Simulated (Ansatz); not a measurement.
The inner images of a band of CH5Ga + H2 (9 atoms, charge 0, multiplicity 1) are given out of order.

Level of theory: RKS PBE/def2-SVP in Ansatz.

Image 0:

```xyz
9
Properties=species:S:1:pos:R:3
Ga -0.008 -0.001 0.360
C 0.033 0.316 2.321
H -0.917 0.033 2.816
H 0.876 -0.205 2.816
H 0.178 1.406 2.485
H 1.345 -0.196 -0.445
H -1.371 0.118 -0.442
H -0.298 -2.353 0.171
H -0.269 -2.277 0.942
```

Image 8:

```xyz
9
Properties=species:S:1:pos:R:3
Ga -0.080 -0.601 -0.405
C -0.022 -0.142 2.555
H -0.952 0.061 3.116
H 0.831 -0.269 3.246
H 0.189 0.714 1.885
H 1.347 0.060 -0.572
H -1.384 0.287 -0.505
H -0.207 -2.175 -0.290
H -0.153 -1.094 1.996
```

Task: Put them in order from the first end to the last, with their energies above the first end.
A.
```xyz
9
Properties=species:S:1:pos:R:3
Ga -0.022 -0.029 0.247
C 0.007 0.164 2.239
H -0.965 -0.096 2.706
H 0.805 -0.432 2.730
H 0.214 1.231 2.446
H 1.357 -0.152 -0.522
H -1.408 0.124 -0.502
H -0.235 -2.176 0.499
H -0.185 -1.793 1.182
```
B.
```xyz
9
Properties=species:S:1:pos:R:3
Ga -0.080 -0.594 -0.329
C -0.020 -0.129 2.489
H -0.971 -0.068 3.047
H 0.827 -0.358 3.161
H 0.171 0.831 1.974
H 1.359 0.024 -0.539
H -1.384 0.283 -0.497
H -0.224 -2.151 -0.074
H -0.107 -0.997 1.794
```
C.
```xyz
9
Properties=species:S:1:pos:R:3
Ga -0.073 -0.536 -0.234
C -0.023 -0.131 2.400
H -0.989 -0.146 2.929
H 0.819 -0.449 3.037
H 0.176 0.889 2.019
H 1.386 -0.006 -0.503
H -1.418 0.253 -0.469
H -0.210 -2.064 0.189
H -0.098 -0.970 1.657
```
D.
```xyz
9
Properties=species:S:1:pos:R:3
Ga -0.017 0.010 0.304
C 0.019 0.253 2.278
H -0.949 -0.015 2.745
H 0.827 -0.341 2.751
H 0.219 1.320 2.506
H 1.338 -0.155 -0.502
H -1.385 0.125 -0.490
H -0.261 -2.297 0.347
H -0.221 -2.060 1.085
```
E.
```xyz
9
Properties=species:S:1:pos:R:3
Ga -0.032 -0.129 0.161
C -0.007 0.055 2.220
H -0.975 -0.153 2.724
H 0.794 -0.484 2.776
H 0.203 1.133 2.305
H 1.394 -0.136 -0.502
H -1.444 0.135 -0.481
H -0.210 -2.035 0.571
H -0.153 -1.544 1.250
```
F.
```xyz
9
Properties=species:S:1:pos:R:3
Ga -0.046 -0.270 0.034
C -0.020 -0.048 2.240
H -0.988 -0.186 2.760
H 0.797 -0.505 2.834
H 0.188 1.041 2.199
H 1.417 -0.099 -0.480
H -1.461 0.162 -0.459
H -0.193 -1.961 0.523
H -0.124 -1.293 1.374
```
G.
```xyz
9
Properties=species:S:1:pos:R:3
Ga -0.060 -0.416 -0.096
C -0.025 -0.118 2.292
H -0.994 -0.183 2.814
H 0.808 -0.497 2.904
H 0.181 0.962 2.104
H 1.415 -0.061 -0.478
H -1.454 0.199 -0.452
H -0.197 -1.981 0.392
H -0.104 -1.064 1.544
```

Result: D (+0.02 eV), A (+0.14 eV), E (+0.55 eV), F (+1.05 eV), G (+0.37 eV), C (-0.22 eV), B (-0.39 eV).

Time of the run: 120 s on 1 thread of Arm Neoverse V1, on a shared host, peak memory 0.094 GiB.
